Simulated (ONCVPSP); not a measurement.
# Before and after: ONCV potential for molybdenum

* Element: molybdenum (Mo)
* Generator: ONCVPSP 4.0.1
* Type: optimised norm-conserving Vanderbilt (ONCV)
* Functional: PBEsol
* Relativity: scalar-relativistic
* Frozen core: [Ar] 3d10
* Valence charge: 14
* Reference configuration: 4s2 4p6 4d5 5s1
* Partial waves: 4s+5s: rc 1.70 bohr, ncon 4, nbas 7, qcut 8.6 1/bohr, 2 projectors; 4p: rc 1.35 bohr, ncon 5, nbas 10, qcut 5.5 1/bohr, 2 projectors, debl 3.9 Ha; 4d: rc 1.65 bohr, ncon 5, nbas 8, qcut 4.9 1/bohr, 1 projector
* Local potential: polynomial inside 1.30 bohr (lpopt 4, dvloc0 2 Ha)
* Core correction: none

Change: p: ncon 4, nbas 9.

Cutoffs: the cutoffs (Ha) at which the residual kinetic energy of the hardest occupied pseudo-wave falls to 1 and 0.1 mHa per electron; they do not see the model core or the augmentation charge, which bear on the density cutoff. Errors are all-electron minus pseudo energies relative to the spin-unpolarised reference configuration.

Q: Predict the effect on cutoff, ghosts and configuration errors.

A: The potential gets softer (110 Ha and 180 Ha → 57 Ha and 144 Ha); the errors of the 4 common tests hardly move; neither file shows a bound ghost.

```csv
quantity,base,changed
"cutoff, loose",110 Ha,57 Ha
"cutoff, tight",180 Ha,144 Ha
loose cutoff by channel,"s 22 Ha, p 110 Ha, d 57 Ha","s 22 Ha, p 55 Ha, d 57 Ha"
bound ghosts,none,none
GHOST(+) flags under 300 eV,none,none
"error for 4s2 4p6 4d5 5s0, meV [ΔE 6.90 eV]",-1.7,-1.7
"error for 4s2 4p6 4d4 5s0, meV [ΔE 22.36 eV]",-1.0,-0.9
"error for 4s2 4p6 4d3 5s0, meV [ΔE 49.09 eV]",+2.0,+2.1
"error for 4s2 4p6 4d4 5s1, meV [ΔE 8.08 eV]",+0.5,+0.5
s: phases at 1.73 bohr within 0.05 rad from the reference energy up to (Ha; the scan ends near 5),to the end of the scan,to the end of the scan
p: phases at 1.37 bohr within 0.05 rad from the reference energy up to (Ha; the scan ends near 5),to the end of the scan,to the end of the scan
d: phases at 1.68 bohr within 0.05 rad from the reference energy up to (Ha; the scan ends near 5),4.1,4.1
```
